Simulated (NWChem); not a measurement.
All runs are NWChem calculations. System: F3Si, charge 0, spin multiplicity 2, at a geometry optimised with UPBE/def2-SVP. The structure started from a generated list of species. Its SCF solution wasn't tested for a lower state. Level: ULC-wPBE (omega 0.3 per bohr)/cc-pVTZ.

NWChem printed:

```
             Northwest Computational Chemistry Package (NWChem) 7.3.0
             --------------------------------------------------------

                                NWChem Input Module
                                -------------------

 Scaling coordinates for geometry "geometry" by  1.889725989
 (inverse scale =  0.529177249)

 Turning off AUTOSYM since
 SYMMETRY directive was detected!

                             Geometry "geometry" -> ""
                             -------------------------

 Output coordinates in angstroms (scale by  1.889725989 to convert to a.u.)

  No.       Tag          Charge          X              Y              Z
 ---- ---------------- ---------- -------------- -------------- --------------
    1 F                    9.0000     0.75842000    -0.20130700     1.31436900
    2 Si                  14.0000     0.00082700     0.38508100     0.00000000
    3 F                    9.0000     0.75842000    -0.20130700    -1.31436900
    4 F                    9.0000    -1.51812700    -0.19640100     0.00000000

 Effective nuclear repulsion energy (a.u.)     171.9016824100

            Nuclear Dipole moment (a.u.)
            ----------------------------
        X                 Y               Z
 ---------------- ---------------- ----------------
    -0.0000094486    -0.0000018897     0.0000000000

      Symmetry information
      --------------------

 Group name             Cs
 Group number              2
 Group order               2
 No. of unique centers     3

      Symmetry unique atoms

     1    2    4


 Summary of "ao basis" -> "" (spherical)
 ------------------------------------------------------------------------------
       Tag                 Description            Shells   Functions and Types
 ---------------- ------------------------------  ------  ---------------------
 *                          cc-pvtz                   on all atoms

  pbe96 is a nonlocal functional; adding pw91lda local functional.

                                 NWChem DFT Module
                                 -----------------

 Summary of "ao basis" -> "ao basis" (spherical)
 ------------------------------------------------------------------------------
       Tag                 Description            Shells   Functions and Types
 ---------------- ------------------------------  ------  ---------------------
 F                          cc-pvtz                 10       30   4s3p2d1f
 Si                         cc-pvtz                 12       34   5s4p2d1f

 Summary of "ao basis" -> "ao basis" (spherical)
 ------------------------------------------------------------------------------
       Tag                 Description            Shells   Functions and Types
 ---------------- ------------------------------  ------  ---------------------
 F                          cc-pvtz                 10       30   4s3p2d1f
 Si                         cc-pvtz                 12       34   5s4p2d1f

      Symmetry analysis of basis
      --------------------------

        a'         73
        a"         51

  int_init: cando_txs set to always be  F

            General Information
            -------------------
          SCF calculation type: DFT
          Wavefunction type:  spin polarized.
          No. of atoms     :     4
          No. of electrons :    41
           Alpha electrons :    21
            Beta electrons :    20
          Charge           :     0
          Spin multiplicity:     2
          Use of symmetry is: on ; symmetry adaption is: on
          Maximum number of iterations: 100
          This is a Direct SCF calculation.
          AO basis - number of functions:   124
                     number of shells:    42
          Convergence on energy requested:  1.00D-06
          Convergence on density requested:  1.00D-05
          Convergence on gradient requested:  5.00D-04

              XC Information
              --------------
                     Hartree-Fock (Exact) Exchange  1.000
                     LC-wPBE(h)Exchange Functional  1.000
            Perdew 1991 LDA Correlation Functional  1.000 local
           PerdewBurkeErnz. Correlation Functional  1.000 non-local

           Range-Separation Parameters
[...]
    72     -0.140820  3 F  px               105     -0.140349  4 F  px

 Vector   19  Occ=1.000000D+00  E=-5.327642D-01  Symmetry=a"
              MO Center=  5.8D-01, -1.6D-01,  4.6D-14, r^2= 2.4D+00
   Bfn.  Coefficient  Atom+Function         Bfn.  Coefficient  Atom+Function
  ----- ------------  ---------------      ----- ------------  ---------------
     9      0.247369  1 F  py                73     -0.247369  3 F  py
     6      0.212226  1 F  py                70     -0.212226  3 F  py
    12      0.190099  1 F  py                76     -0.190099  3 F  py
    10      0.181301  1 F  pz                74      0.181301  3 F  pz
     7      0.157522  1 F  pz                71      0.157522  3 F  pz

 Vector   20  Occ=1.000000D+00  E=-5.181791D-01  Symmetry=a"
              MO Center= -3.9D-04, -1.9D-01,  4.6D-15, r^2= 2.7D+00
   Bfn.  Coefficient  Atom+Function         Bfn.  Coefficient  Atom+Function
  ----- ------------  ---------------      ----- ------------  ---------------
   104      0.267731  4 F  pz                 8      0.231863  1 F  px
    72     -0.231863  3 F  px               101      0.231167  4 F  pz
   107      0.205350  4 F  pz                 5      0.200198  1 F  px
    69     -0.200198  3 F  px                11      0.177839  1 F  px
    75     -0.177839  3 F  px                10     -0.133868  1 F  pz

 Vector   21  Occ=0.000000D+00  E=-5.679225D-02  Symmetry=a'
              MO Center=  2.0D-03,  9.5D-01, -7.5D-15, r^2= 2.1D+00
   Bfn.  Coefficient  Atom+Function         Bfn.  Coefficient  Atom+Function
  ----- ------------  ---------------      ----- ------------  ---------------
    35      0.675084  2 Si s                 33      0.319926  2 Si s
    40      0.270202  2 Si py                46      0.230112  2 Si py
     4     -0.128109  1 F  s                 68     -0.128109  3 F  s
    98     -0.128109  4 F  s                 12     -0.114704  1 F  py
    76     -0.114704  3 F  py               106     -0.114431  4 F  py

 Vector   22  Occ=0.000000D+00  E= 1.339602D-01  Symmetry=a"
              MO Center= -2.1D-01,  7.2D-01,  6.0D-10, r^2= 3.8D+00
   Bfn.  Coefficient  Atom+Function         Bfn.  Coefficient  Atom+Function
  ----- ------------  ---------------      ----- ------------  ---------------
    47      1.010028  2 Si pz                 4     -0.262518  1 F  s
    68      0.262518  3 F  s                 41      0.235191  2 Si pz
   107     -0.179709  4 F  pz                49      0.159501  2 Si d -1
   104     -0.117919  4 F  pz               101     -0.109902  4 F  pz
    12     -0.095018  1 F  py                76      0.095018  3 F  py

 Vector   23  Occ=0.000000D+00  E= 1.339610D-01  Symmetry=a'
              MO Center=  2.1D-01,  7.1D-01, -6.0D-10, r^2= 3.8D+00
   Bfn.  Coefficient  Atom+Function         Bfn.  Coefficient  Atom+Function
  ----- ------------  ---------------      ----- ------------  ---------------
    45      1.010023  2 Si px                98      0.303141  4 F  s
    39      0.235191  2 Si px                48      0.159118  2 Si d -2
     4     -0.151554  1 F  s                 68     -0.151554  3 F  s
    11     -0.132187  1 F  px                75     -0.132187  3 F  px
   106      0.109489  4 F  py                96      0.097425  4 F  s

   alpha - beta orbital overlaps
   -----------------------------

   alpha      1      2      3      4      5      6      7      8      9     10
    beta      1      2      3      4      5      8      6      7      9     10
 overlap   1.000  1.000  0.997  0.997  1.000  1.000  1.000  1.000  1.000  1.000

   alpha     11     12     13     14     15     16     17     18     19     20
    beta     11     12     13     14     15     16     17     18     19     20
 overlap   1.000  0.990  0.996  0.996  0.988  0.993  0.993  0.997  0.997  1.000

   alpha     21     22     23     24     25     26     27     28     29     30
    beta     21     22     23     24     25     28     27     26     29     30
 overlap   0.979  0.992  0.992  0.996  0.982  0.986  0.986  0.981  0.985  0.989

   alpha     31     32     33     34     35     36     37     38     39     40
    beta     31     32     33     34     35     36     38     37     39     40
 overlap   0.989  0.998  0.998  0.998  0.999  0.999  0.997  0.997  1.000  0.997

   alpha     41     42     43     44     45     46     47     48     49     50
    beta     41     42     43     44     45     46     47     48     50     51
 overlap   0.997  0.964  0.960  0.996  0.996  0.987  0.987  0.998  0.988  0.988

   alpha     51     52     53     54     55     56     57     58     59     60
    beta     49     52     53     54     55     56     57     58     59     60
 overlap   1.000  0.999  0.999  0.999  1.000  1.000  0.999  1.000  1.000  1.000

   alpha     61     62     63     64     65     66     67     68     69     70
    beta     61     62     63     64     65     66     67     68     69     70
 overlap   0.999  1.000  1.000  0.999  0.999  0.999  0.998  0.999  0.999  0.998

   alpha     71     72     73     74     75     76     77     78     79     80
    beta     71     72     73     74     75     76     77     78     79     80
 overlap   1.000  0.999  0.999  1.000  1.000  1.000  1.000  1.000  1.000  1.000

   alpha     81     82     83     84     85     86     87     88     89     90
    beta     81     82     83     84     85     86     87     88     89     90
 overlap   1.000  1.000  1.000  1.000  1.000  0.999  0.997  0.997  0.996  0.996

   alpha     91     92     93     94     95     96     97     98     99    100
    beta     91     92     93     94     95     96     97     98     99    100
 overlap   0.995  0.995  0.999  0.992  0.990  0.996  0.996  0.998  0.998  0.996

   alpha    101    102    103    104    105    106    107    108    109    110
    beta    101    102    103    104    105    106    107    108    109    110
 overlap   0.999  0.999  1.000  0.999  1.000  1.000  1.000  1.000  1.000  1.000

   alpha    111    112    113    114    115    116    117    118    119    120
    beta    111    112    113    114    115    118    116    117    119    120
 overlap   1.000  1.000  1.000  1.000  1.000  1.000  1.000  1.000  1.000  1.000

   alpha    121    122    123    124
    beta    121    122    123    124
 overlap   1.000  1.000  1.000  1.000

     --------------------------
     Expectation value of S2:
     --------------------------
      <S2> =      0.7512 (Exact =     0.7500)

 center of mass
 --------------
 x =  -0.00002922 y =  -0.01349801 z =   0.00000000

 moments of inertia (a.u.)
 ------------------
         257.326961365164           0.455940725019           0.000000000000
           0.455940725019         468.822114251593           0.000000000000
           0.000000000000           0.000000000000         257.325648620551

     Multipole analysis of the density
     ---------------------------------

     L   x y z        total         alpha         beta         nuclear
     -   - - -        -----         -----         ----         -------
     0   0 0 0     -0.000000    -21.000000    -20.000000     41.000000

     1   1 0 0      0.001053     -0.001506      0.002568     -0.000009
     1   0 1 0      0.497473     -0.697501      1.194976     -0.000002
     1   0 0 1     -0.000000     -0.000000     -0.000000      0.000000

     2   2 0 0    -21.334362    -67.175317    -65.204904    111.045859
     2   1 1 0      0.005444      0.106284      0.114285     -0.215125
     2   1 0 1     -0.000000     -0.000000     -0.000000      0.000000
     2   0 2 0    -18.811516    -17.879425    -12.190316     11.258225
     2   0 1 1     -0.000000      0.000000     -0.000000      0.000000
     2   0 0 2    -21.334433    -67.175655    -65.205256    111.046479

 Task  times  cpu:       39.0s     wall:       39.0s

 Total times  cpu:       39.0s     wall:       39.0s
```

Problem. Write an NWChem input that would produce this output.

Solution. This is not unique; one that fits is 
```
start mol
memory heap 200 mb stack 900 mb global 1100 mb
geometry units angstroms nocenter noautoz
  F      0.758420    -0.201307     1.314369
  Si     0.000827     0.385081     0.000000
  F      0.758420    -0.201307    -1.314369
  F     -1.518127    -0.196401     0.000000
  symmetry group Cs
end
basis spherical
  * library cc-pvtz
end
dft
  xc xwpbe 1.00 cpbe96 1.0 hfexch 1.00
  cam 0.3 cam_alpha 0.00 cam_beta 1.00
  odft
  mult 2
  direct
  iterations 100
end
task dft energy
```
